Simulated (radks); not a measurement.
All-electron atom: Mn6+ in [Ar] 3d1.

Method: scalar-relativistic Kohn-Sham, LB94 model potential, spin-polarised, spherical densities, finite nucleus; open shells are filled with parallel spins first; Fermi nuclear charge, rms radius 3.7057 fm; computed with a radial shooting solver on a logarithmic mesh with Libxc functionals.

Energy parts (hartree):
kinetic: 1165.64585
electron-nucleus: -2667.47709
Hartree: 402.27452
(The LB94 potential has no energy functional, so no total or exchange-correlation energy is given.)

Orbitals (lengths in bohr, moments of r in powers of bohr; r(max) is where P^2 peaks):
\begin{tabular}{lrrrrr}
orbital & occ. & eigenvalue (hartree) & <r> & <1/r> & r(max) \\ \hline
1s down & 1 & -243.1431 & 0.06075 & 24.96 & 0.03987 \\
1s up & 1 & -243.1426 & 0.06075 & 24.96 & 0.03987 \\
2s down & 1 & -32.56613 & 0.2782 & 5.310 & 0.2326 \\
2s up & 1 & -32.55660 & 0.2783 & 5.309 & 0.2326 \\
2p down & 3 & -28.38844 & 0.2457 & 5.226 & 0.1882 \\
2p up & 3 & -28.38065 & 0.2457 & 5.226 & 0.1881 \\
3s up & 1 & -7.36975 & 0.8110 & 1.744 & 0.7192 \\
3s down & 1 & -7.32389 & 0.8124 & 1.741 & 0.7198 \\
3p up & 3 & -6.19138 & 0.8341 & 1.645 & 0.7250 \\
3p down & 3 & -6.14772 & 0.8360 & 1.641 & 0.7257 \\
3d up & 1 & -4.35515 & 0.8536 & 1.453 & 0.6635 \\
3d down & 0 & -4.31830 & 0.8563 & 1.451 & 0.6633 \\
4s up & 0 & -2.96704 & 1.818 & 0.7646 & 1.736 \\
4s down & 0 & -2.96244 & 1.827 & 0.7601 & 1.744 \\
4p up & 0 & -2.59757 & 1.934 & 0.7176 & 1.849 \\
4p down & 0 & -2.59585 & 1.946 & 0.7129 & 1.859 \\
\end{tabular}

The highest occupied level is 3d up at -118.51 eV. The density falls to 0.001 e/bohr^3 at r = 2.19 bohr. The electron density at the nucleus is 1.327e+04 e/bohr^3 (large components only). For comparison, the ionisation energy in NIST's Atomic Spectra Database is 119.20 eV (measured). In exact Kohn-Sham theory the highest level is minus the ionisation energy, but local and semilocal functionals leave it too shallow, through self-interaction and a potential that decays too fast; potentials with the right tail come closer. Summed over all electrons, <r^2> = 7.883 bohr^2, which gives a Langevin (diamagnetic) susceptibility term of -6.24 x 10^-6 cm^3/mol. The spin density at the nucleus is 0.2549 e/bohr^3 (1s 0.0267, 2s -0.0800, 3s 0.3083). Spin moment in Bohr magnetons: 1.
